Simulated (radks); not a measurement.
Isoelectronic series with 14 electrons, each ion in its NIST ground configuration. Calculated with a radial shooting solver on a logarithmic mesh with Libxc functionals: scalar-relativistic Kohn-Sham, LDA (Slater exchange, Perdew-Wang correlation), spin-polarised, spherical densities, point nucleus; open shells are filled with parallel spins first (spin-orbit coupling, left out, can overturn this in heavy ions). Total energies (hartree) and orbital eigenvalues (hartree):

ion,configuration,E (hartree),3p up,3s down
K5+,[Ne] 3s2 3p2,-592.28968,-3.33069,-3.87154
Ca6+,[Ne] 3s2 3p2,-666.60044,-4.31937,-4.93231
Sc7+,[Ne] 3s2 3p2,-745.46764,-5.42280,-6.10892
Ti8+,[Ne] 3s2 3p2,-828.90160,-6.64044,-7.40097
V9+,[Ne] 3s2 3p2,-916.91374,-7.97194,-8.80828
Cr10+,[Ne] 3s2 3p2,-1009.51647,-9.41709,-10.33081
Mn11+,[Ne] 3s2 3p2,-1106.72313,-10.97577,-11.96862
Fe12+,[Ne] 3s2 3p2,-1208.54795,-12.64793,-13.72186
Co13+,[Ne] 3s2 3p2,-1315.00598,-14.43360,-15.59074
Ni14+,[Ne] 3s2 3p2,-1426.11312,-16.33281,-17.57552
Cu15+,[Ne] 3s2 3p2,-1541.88610,-18.34565,-19.67653
Zn16+,[Ne] 3s2 3p2,-1662.34246,-20.47225,-21.89412
Ga17+,[Ne] 3s2 3p2,-1787.50056,-22.71274,-24.22867
Ge18+,[Ne] 3s2 3p2,-1917.37963,-25.06728,-26.68061
As19+,[Ne] 3s2 3p2,-2051.99969,-27.53606,-29.25040
Se20+,[Ne] 3s2 3p2,-2191.38165,-30.11927,-31.93854
Br21+,[Ne] 3s2 3p2,-2335.54726,-32.81714,-34.74553
Kr22+,[Ne] 3s2 3p2,-2484.51917,-35.62990,-37.67194
Rb23+,[Ne] 3s2 3p2,-2638.32092,-38.55779,-40.71835
Sr24+,[Ne] 3s2 3p2,-2796.97694,-41.60107,-43.88535
Zr26+,[Ne] 3s2 3p2,-3128.95430,-48.03492,-50.58375
Nb27+,[Ne] 3s2 3p2,-3302.32928,-51.42608,-54.11652
